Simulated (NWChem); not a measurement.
Everything below was run with NWChem. System: formate (CHO₂ (-1)), charge -1, spin multiplicity 1, at a geometry optimised with PBE0/def2-SVP. Level: B3LYP/def2-TZVPD, VWN1-RPA local correlation.

Part of the output:

```
             Northwest Computational Chemistry Package (NWChem) 7.3.0
             --------------------------------------------------------

                                NWChem Input Module
                                -------------------

 Scaling coordinates for geometry "geometry" by  1.889725989
 (inverse scale =  0.529177249)

 Turning off AUTOSYM since
 SYMMETRY directive was detected!

                             Geometry "geometry" -> ""
                             -------------------------

 Output coordinates in angstroms (scale by  1.889725989 to convert to a.u.)

  No.       Tag          Charge          X              Y              Z
 ---- ---------------- ---------- -------------- -------------- --------------
    1 O                    8.0000     1.13202800     0.00000000     0.20650600
    2 C                    6.0000     0.00000000     0.00000000    -0.30521800
    3 O                    8.0000    -1.13202800     0.00000000     0.20650600
    4 H                    1.0000     0.00000000     0.00000000    -1.47278900

 Effective nuclear repulsion energy (a.u.)      62.7509648857

            Nuclear Dipole moment (a.u.)
            ----------------------------
        X                 Y               Z
 ---------------- ---------------- ----------------
     0.0000000000     0.0000000000    -0.0000018897

      Symmetry information
      --------------------

 Group name             C2v
 Group number             16
 Group order               4
 No. of unique centers     3

      Symmetry unique atoms

     1    2    4


 Summary of "ao basis" -> "" (spherical)
 ------------------------------------------------------------------------------
       Tag                 Description            Shells   Functions and Types
 ---------------- ------------------------------  ------  ---------------------
 *                         def2-tzvpd                 on all atoms

                                 NWChem DFT Module
                                 -----------------

 Summary of "ao basis" -> "ao basis" (spherical)
 ------------------------------------------------------------------------------
       Tag                 Description            Shells   Functions and Types
 ---------------- ------------------------------  ------  ---------------------
 O                         def2-tzvpd               14       40   6s4p3d1f
 C                         def2-tzvpd               13       37   6s3p3d1f
[...]
 Vector   11  Occ=2.000000D+00  E=-4.549991D-02  Symmetry=b1
              MO Center= -4.2D-14,  1.4D-15,  1.1D-01, r^2= 2.1D+00
   Bfn.  Coefficient  Atom+Function         Bfn.  Coefficient  Atom+Function
  ----- ------------  ---------------      ----- ------------  ---------------
     9      0.268630  1 O  pz                86     -0.268630  3 O  pz
    12      0.218136  1 O  pz                89     -0.218136  3 O  pz
     7     -0.212839  1 O  px                84     -0.212839  3 O  px
    15      0.173608  1 O  pz                92     -0.173608  3 O  pz
    10     -0.172665  1 O  px                87     -0.172665  3 O  px

 Vector   12  Occ=2.000000D+00  E=-3.575990D-02  Symmetry=a1
              MO Center=  4.6D-14, -1.0D-15, -1.2D-01, r^2= 2.4D+00
   Bfn.  Coefficient  Atom+Function         Bfn.  Coefficient  Atom+Function
  ----- ------------  ---------------      ----- ------------  ---------------
    45      0.367564  2 C  s                  9      0.298187  1 O  pz
    86      0.298187  3 O  pz                12      0.240726  1 O  pz
    89      0.240726  3 O  pz                46      0.232093  2 C  s
   119      0.225217  4 H  s                 15      0.192249  1 O  pz
    92      0.192249  3 O  pz                55     -0.189656  2 C  pz

 Vector   13  Occ=0.000000D+00  E= 1.643830D-01  Symmetry=a1
              MO Center= -1.4D-13,  1.5D-14, -3.1D-01, r^2= 1.4D+01
   Bfn.  Coefficient  Atom+Function         Bfn.  Coefficient  Atom+Function
  ----- ------------  ---------------      ----- ------------  ---------------
    46      7.630376  2 C  s                  6     -5.275644  1 O  s
    83     -5.275644  3 O  s                 45      4.754252  2 C  s
    55      1.342598  2 C  pz                16      1.257570  1 O  px
    93     -1.257570  3 O  px                 5     -0.866710  1 O  s
    82     -0.866710  3 O  s                 44      0.696605  2 C  s

 Vector   14  Occ=0.000000D+00  E= 1.906277D-01  Symmetry=b1
              MO Center=  1.8D-11,  5.7D-15,  2.4D-01, r^2= 1.7D+01
   Bfn.  Coefficient  Atom+Function         Bfn.  Coefficient  Atom+Function
  ----- ------------  ---------------      ----- ------------  ---------------
     6      4.958770  1 O  s                 83     -4.958770  3 O  s
    16     -2.366042  1 O  px                93     -2.366042  3 O  px
    53     -2.136458  2 C  px                 5      1.137681  1 O  s
    82     -1.137681  3 O  s                 69      0.972023  2 C  d  1
    13     -0.679418  1 O  px                90     -0.679418  3 O  px

 Vector   15  Occ=0.000000D+00  E= 1.913768D-01  Symmetry=a1
              MO Center= -1.7D-11,  2.7D-14, -1.1D-01, r^2= 1.2D+01
   Bfn.  Coefficient  Atom+Function         Bfn.  Coefficient  Atom+Function
  ----- ------------  ---------------      ----- ------------  ---------------
   120      7.333366  4 H  s                 45     -3.205966  2 C  s
    55      3.154843  2 C  pz                 6     -2.562499  1 O  s
    83     -2.562499  3 O  s                 46      2.154019  2 C  s
   126      1.934996  4 H  pz                68     -1.377253  2 C  d  0
    18      1.165554  1 O  pz                95      1.165554  3 O  pz

 center of mass
 --------------
 x =   0.00000000 y =   0.00000000 z =   0.06127905

 moments of inertia (a.u.)
 ------------------
          16.501378671393           0.000000000000           0.000000000000
           0.000000000000         162.895556828411           0.000000000000
           0.000000000000           0.000000000000         146.394178157018

     Multipole analysis of the density
     ---------------------------------

     L   x y z        total         alpha         beta         nuclear
     -   - - -        -----         -----         ----         -------
     0   0 0 0     -1.000000    -12.000000    -12.000000     23.000000

     1   1 0 0      0.000000      0.000000      0.000000      0.000000
     1   0 1 0     -0.000000     -0.000000     -0.000000      0.000000
     1   0 0 1     -0.477738     -0.238868     -0.238868     -0.000002

     2   2 0 0    -21.939940    -47.580161    -47.580161     73.220382
     2   1 1 0      0.000000      0.000000      0.000000      0.000000
     2   1 0 1      0.000000      0.000000      0.000000      0.000000
     2   0 2 0    -14.399389     -7.199694     -7.199694      0.000000
     2   0 1 1     -0.000000     -0.000000     -0.000000      0.000000
     2   0 0 2    -16.176320    -14.177487    -14.177487     12.178655

 Task  times  cpu:        6.0s     wall:        6.0s

 Total times  cpu:        6.0s     wall:        6.0s
```

Write an NWChem input that would produce this output.

One answer among several that fit: 
```
start mol
memory heap 200 mb stack 900 mb global 1100 mb
charge -1
geometry units angstroms nocenter noautoz
  O      1.132028     0.000000     0.206506
  C      0.000000     0.000000    -0.305218
  O     -1.132028     0.000000     0.206506
  H      0.000000     0.000000    -1.472789
  symmetry group C2v
end
basis spherical
  * library def2-tzvpd
end
dft
  xc b3lyp
  semidirect memsize 60000000 filesize 0
  iterations 100
end
task dft energy
```
